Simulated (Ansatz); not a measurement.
One geometry of B₂Sb, several levels of theory.

```yaml
crystal:
  periodic: [false, false, false]
  atoms:
    - {symbol: B, position_ang: [-0.252370, 0.981917, 0.040813]}
    - {symbol: B, position_ang: [-0.936930, -0.383519, -0.053636]}
    - {symbol: Sb, position_ang: [1.189300, -0.598399, 0.012823]}
basis:
  gaussian: {orbitals: def2-TZVP, initial_orbitals: start.molden}
magnetization: {spin_polarized: true, initial_magnetization: 1}
hamiltonian: {xc: pbe0, dispersion: d4}
output: {orbitals: {seedname: orbitals}}
```

The file start.molden holds the orbitals of an earlier run on this structure, at another level or in another basis.

```sh
$ ansatz run in.yaml --threads 2 --pin off --events-out ev --progress --plain --max-ram 4352MiB
```

It prints (some lines left out):

```
Functional definition: PBE0
779 factors; their error is unknown
mean field evaluation 1: about -7883.7312 eV, gradient 3.2e0 eV
mean field evaluation 2: about -7883.7648 eV, gradient 5.2e-2 eV
mean field evaluation 4: about -7883.9416 eV, gradient 1.1e-3 eV
mean field evaluation 8: about -7875.9716 eV, gradient 3.4e1 eV
mean field evaluation 16: about -7883.7609 eV, gradient 1.4e-1 eV
mean field evaluation 32: about -7883.7275 eV, gradient 1.5e0 eV
mean field -7883.94161888 eV, -289.7295105664 hartree, gradient 3.4e-5 eV, S^2 0.892840; 7 other end points of the search recorded, 0 dependent functions left out
reference -7883.94164270 eV, -289.7295114417 hartree; 17, 16 occupied and 95, 96 virtual orbitals, 779 factors
Total energy: -7884.01742796 eV, -289.7322964985 hartree
```

Hardware: 2 threads of Intel Xeon 6975P-C on a shared host. Wall time 2.9 s.

The first input with `gaussian: {orbitals: STO-3G, initial_orbitals: start.molden}`, `hamiltonian: {xc: hf}`, `scf: {omitted_lower_state_checks: [starts]}` (abridged; 0.65 s):

```
Functional definition: HF
mean field evaluation 16: about -171420.4266 eV, gradient 7.7e0 eV
mean field -171429.16630794 eV, -6299.9056629545 hartree, gradient 2.6e-5 eV, S^2 1.753038
Total energy: -171429.16630794 eV, -6299.9056629545 hartree
Checks for a lower state left out: starts
```

The first input with `gaussian: {orbitals: def2-TZVPD, initial_orbitals: start.molden}`, `correlation: {method: ccsd_t}`, `scf: {omitted_lower_state_checks: [starts, cluster_reference]}` and without the key `hamiltonian` (abridged; 15 s):

```
Functional definition: HF
mean field -7850.06723116 eV, -288.4846497783 hartree, gradient 1.8e-6 eV, S^2 1.585289
6 core orbitals not correlated: weight in the atoms' cores, before any rotation towards them, 1.000 or more for the frozen orbitals, at most 0.000 for the correlated occupied ones
second order -12.81175091 eV of doubles, -0.00000000 eV of singles
cycle   1  -12.44966240 eV  change    3.6e-1 eV  update   1.3e-1
cycle   2  -12.95848470 eV  change   -5.1e-1 eV  update   6.0e-2
cycle   3  -13.16825945 eV  change   -2.1e-1 eV  update   5.3e-2
cycle   4  -13.24274498 eV  change   -7.4e-2 eV  update   3.1e-2
cycle   5  -13.30415993 eV  change   -6.1e-2 eV  update   1.5e-2
cycle   6  -13.31910668 eV  change   -1.5e-2 eV  update   5.4e-3
cycle   7  -13.31710028 eV  change    2.0e-3 eV  update   2.2e-3
cycle   8  -13.31971397 eV  change   -2.6e-3 eV  update   1.1e-3
cycle   9  -13.31935485 eV  change    3.6e-4 eV  update   5.2e-4
cycle  10  -13.31939427 eV  change   -3.9e-5 eV  update   2.9e-4
cycle  11  -13.31971436 eV  change   -3.2e-4 eV  update   1.7e-4
cycle  12  -13.31958585 eV  change    1.3e-4 eV  update   8.6e-5
cycle  13  -13.31960085 eV  change   -1.5e-5 eV  update   4.2e-5
cycle  14  -13.31956978 eV  change    3.1e-5 eV  update   2.2e-5
cycle  15  -13.31957133 eV  change   -1.6e-6 eV  update   1.3e-5
perturbative correction -0.76575064 eV, -0.0281408169 hartree
Total energy: -7864.15255312 eV, -289.0022758133 hartree
Checks for a lower state left out: starts, cluster_reference
```

The first input with `hamiltonian: {xc: {name: revPBE}, dispersion: d4}`, `scf: {omitted_lower_state_checks: [starts]}` (abridged; 1.2 s):

```
Functional definition: revPBE
mean field -7886.92973444 eV, -289.8393217876 hartree, gradient 2.5e-5 eV, S^2 0.821302
Total energy: -7887.15486307 eV, -289.8475951122 hartree
Checks for a lower state left out: starts
```

As the first input, with `gaussian: {orbitals: def2-SVP, initial_orbitals: start.molden}`, `scf: {omitted_lower_state_checks: [starts]}` (abridged; 0.9 s):

```
Functional definition: PBE0
mean field -7882.31829897 eV, -289.6698546598 hartree, gradient 3.7e-5 eV, S^2 0.898616
Total energy: -7882.39410222 eV, -289.6726403781 hartree
Checks for a lower state left out: starts
```

First input, but with `hamiltonian: {xc: pbe}`, `correlation: {method: rpa}`, `scf: {omitted_lower_state_checks: [starts]}` and without the key `output` (abridged; 1.8 s):

```
Functional definition: PBE
mean field -7883.62068592 eV, -289.7177164976 hartree, gradient 6.6e-6 eV, S^2 0.812223
6 core orbitals not correlated: weight in the atoms' cores, before any rotation towards them, 1.000 or more for the frozen orbitals, at most 0.000 for the correlated occupied ones
Total energy: -7869.25520341 eV, -289.1897947526 hartree
Checks for a lower state left out: starts
```

The first input with `gaussian: {orbitals: "def2-QZVPP.json", initial_orbitals: start.molden}`, `correlation: {method: mp2}`, `scf: {omitted_lower_state_checks: [starts]}` and without the key `hamiltonian` (abridged; 3.7 s):

```
Functional definition: HF
mean field -7850.14600053 eV, -288.4875444993 hartree, gradient 2.5e-6 eV, S^2 1.587218
6 core orbitals not correlated: weight in the atoms' cores, before any rotation towards them, 1.000 or more for the frozen orbitals, at most 0.000 for the correlated occupied ones
second order -19.48313809 eV of doubles, -0.00000000 eV of singles
Total energy: -7869.62913861 eV, -289.2035366178 hartree
Checks for a lower state left out: starts
```

Geometry: r2SCAN-D4/def2-TZVP.

In the def2 sets Sb takes a core potential, while STO-3G treats all electrons; there is no spin–orbit coupling. Correlated methods freeze 6 core orbitals; core or outer-core shells of Sb are correlated, in sets that lack core-valence functions. At PBE0-D4/def2-TZVP, HF/STO-3G, CCSD(T)/def2-TZVPD, PBE0-D4/def2-SVP and others the charge 0 doublet is spin-contaminated (final ⟨S²⟩ up to 1.75, 0.75 for a pure state). At CCSD(T)/def2-TZVPD T1 of the charge 0 doublet is large (up to 0.060), so the single-reference result is doubtful. The structure comes from a short search, and lower isomers may exist.
